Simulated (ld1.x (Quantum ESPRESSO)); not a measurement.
**Configuration tests for tungsten (RRKJ)**

W (Z = 74), norm-conserving RRKJ (Kleinman–Bylander form), made with ld1.x (Quantum ESPRESSO) 7.5 (PBE, scalar-relativistic). Core [Kr] 4d10 4f14, reference 5s2 5p6 5d4 6s0 6p0 (charge +2). Waves: 5p (bound): rc 2.15 bohr; 5d (bound): rc 1.50 bohr; 5s (bound): rc 1.50 bohr. Local part: the s channel. Core correction: a·sin(br)/r model core inside 0.85 bohr.

Energies are relative to the spin-unpolarised reference configuration 5s2 5p6 5d4 6s0 6p0; without spin polarisation the order of configurations can differ from experiment.

| valence configuration | charge | ΔE all-electron (eV) | error AE − PS (meV) |
| --- | --- | --- | --- |
| 5s2 5p6 5d4 6s2 6p0 | 0 | -24.563 | +1369 |
| 5s2 5p6 5d4 6s1 6p0 | +1 | -15.679 | +842 |
| 5s2 5p6 5d3 6s0 6p0 | +3 | 25.382 | -14 |
| 5s2 5p6 5d5 6s0 6p0 | +1 | -14.871 | -3.3 |
| 5s1 5p6 5d4 6s2 6p0 | +1 | 60.859 | +2075 |
| 5s2 5p6 5d2 6s0 6p0 | +4 | 62.593 | -66 |

Task: What are ΔE and the potential's error for 5s2 5p6 5d3 6s2 6p1?

Result: ΔE = -20.545 eV all-electron; the error (AE − PS) is +1732 meV.

Levels in the configuration 5s2 5p6 5d5 6s0 6p0:

| level | all-electron (eV) | pseudo (eV) |
| --- | --- | --- |
| 5s | -84.136 | -84.129 |
| 5p | -48.454 | -48.444 |
| 5d | -10.146 | -10.141 |
